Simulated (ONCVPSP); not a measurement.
**u(r) = r·R(r): atom against pseudo-atom (C)**

Columns: radius, all-electron u(r) and pseudo u(r) of the 2p shell (level -5.71 eV) of carbon in the configuration 1s2 2s1 2p3; PBE, scalar-relativistic, ONCV scheme, ONCVPSP 4.0.1.

```json
{"r (bohr)": "0.093", "all-electron": "0.0422", "pseudo": "0.0180"}
{"r (bohr)": "0.185", "all-electron": "0.1303", "pseudo": "0.0692"}
{"r (bohr)": "0.278", "all-electron": "0.2331", "pseudo": "0.1483"}
{"r (bohr)": "0.370", "all-electron": "0.3323", "pseudo": "0.2446"}
{"r (bohr)": "0.463", "all-electron": "0.4226", "pseudo": "0.3499"}
{"r (bohr)": "0.555", "all-electron": "0.4991", "pseudo": "0.4516"}
{"r (bohr)": "0.648", "all-electron": "0.5630", "pseudo": "0.5436"}
{"r (bohr)": "0.740", "all-electron": "0.6139", "pseudo": "0.6182"}
{"r (bohr)": "0.833", "all-electron": "0.6535", "pseudo": "0.6743"}
{"r (bohr)": "0.925", "all-electron": "0.6818", "pseudo": "0.7107"}
{"r (bohr)": "1.018", "all-electron": "0.7005", "pseudo": "0.7306"}
{"r (bohr)": "1.110", "all-electron": "0.7106", "pseudo": "0.7368"}
{"r (bohr)": "1.203", "all-electron": "0.7134", "pseudo": "0.7334"}
{"r (bohr)": "1.295", "all-electron": "0.7103", "pseudo": "0.7236"}
{"r (bohr)": "1.388", "all-electron": "0.7022", "pseudo": "0.7097"}
{"r (bohr)": "1.480", "all-electron": "0.6903", "pseudo": "0.6938"}
{"r (bohr)": "1.573", "all-electron": "0.6751", "pseudo": "0.6763"}
{"r (bohr)": "1.665", "all-electron": "0.6576", "pseudo": "0.6579"}
{"r (bohr)": "1.758", "all-electron": "0.6382", "pseudo": "0.6382"}
{"r (bohr)": "1.850", "all-electron": "0.6176", "pseudo": "0.6176"}
{"r (bohr)": "1.943", "all-electron": "0.5959", "pseudo": "0.5959"}
{"r (bohr)": "2.035", "all-electron": "0.5739", "pseudo": "0.5739"}
{"r (bohr)": "2.128", "all-electron": "0.5513", "pseudo": "0.5513"}
{"r (bohr)": "2.220", "all-electron": "0.5290", "pseudo": "0.5290"}
{"r (bohr)": "2.313", "all-electron": "0.5065", "pseudo": "0.5065"}
{"r (bohr)": "2.405", "all-electron": "0.4845", "pseudo": "0.4845"}
```

(1) How many radial nodes do the two functions have?

(2) At about which radius was the pseudo-wave matched?

(3) Is the pseudo-wave norm-conserving?

## Answers

(1) The all-electron 2p function has n − l − 1 = 0; the pseudo-wave has 0.

(2) 1.85 bohr. The columns agree to 0.0005 from 1.67 bohr on; several derivatives are matched, so the curves merge somewhat inside the radius.

(3) Yes: the ONCV scheme keeps the norm inside the radius equal to the all-electron one, which fixes the energy derivative of the logarithmic derivative at the level.
